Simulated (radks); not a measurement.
Values are calculated unless marked as measured or tabulated.
Effect of the nuclear size on the thallium ion Tl+, [Hg]. Level of theory: Dirac Kohn-Sham, exchange-only LDA, spin-unpolarised, spherical densities, finite nucleus; Fermi nuclear charge, rms radius 5.4759 fm (a radial shooting solver on a logarithmic mesh with Libxc functionals). The rms radius is varied about that value; shifts are against it.

rms radius (fm) = 4.8736: total energy shift (eV) -24.5; density at nucleus (e/bohr^3) 2.639e+06; 1s1/2 shift (meV) -9790; 2s1/2 shift (meV) -1470; 5s1/2 shift (meV) -17.2; 5p1/2 shift (meV) 0.425; 6s1/2 shift (meV) -1.53; 6p1/2 (empty) shift (meV) 0.345; 7s1/2 (empty) shift (meV) -0.126
rms radius (fm) = 4.9447: total energy shift (eV) -21.7; density at nucleus (e/bohr^3) 2.623e+06; 1s1/2 shift (meV) -8670; 2s1/2 shift (meV) -1300; 5s1/2 shift (meV) -15.2; 5p1/2 shift (meV) 0.376; 6s1/2 shift (meV) -1.36; 6p1/2 (empty) shift (meV) 0.306; 7s1/2 (empty) shift (meV) -0.112
rms radius (fm) = 5.4759: total energy shift (eV) 0; density at nucleus (e/bohr^3) 2.512e+06; 1s1/2 shift (meV) 0.000; 2s1/2 shift (meV) 0.000; 5s1/2 shift (meV) 0.000; 5p1/2 shift (meV) 0.000; 6s1/2 shift (meV) 0.000; 6p1/2 (empty) shift (meV) 0.000; 7s1/2 (empty) shift (meV) 0.000
rms radius (fm) = 5.8264: total energy shift (eV) 15.0; density at nucleus (e/bohr^3) 2.447e+06; 1s1/2 shift (meV) 6000; 2s1/2 shift (meV) 902; 5s1/2 shift (meV) 10.5; 5p1/2 shift (meV) -0.259; 6s1/2 shift (meV) 0.937; 6p1/2 (empty) shift (meV) -0.211; 7s1/2 (empty) shift (meV) 0.077
rms radius (fm) = 6.7299: total energy shift (eV) 56.2; density at nucleus (e/bohr^3) 2.302e+06; 1s1/2 shift (meV) 22400; 2s1/2 shift (meV) 3370; 5s1/2 shift (meV) 39.4; 5p1/2 shift (meV) -0.961; 6s1/2 shift (meV) 3.50; 6p1/2 (empty) shift (meV) -0.790; 7s1/2 (empty) shift (meV) 0.288

Slopes of the eigenvalues against <r^2> in GHz/fm^2, as finite differences over the two radii next to the reference (eigenvalue slopes, not the field-shift constants of lines): 1s1/2 374000, 2s1/2 56200, 5s1/2 657, 5p1/2 -16.2, 6s1/2 58.4, 6p1/2 (empty) -13.2, 7s1/2 (empty) 4.81.
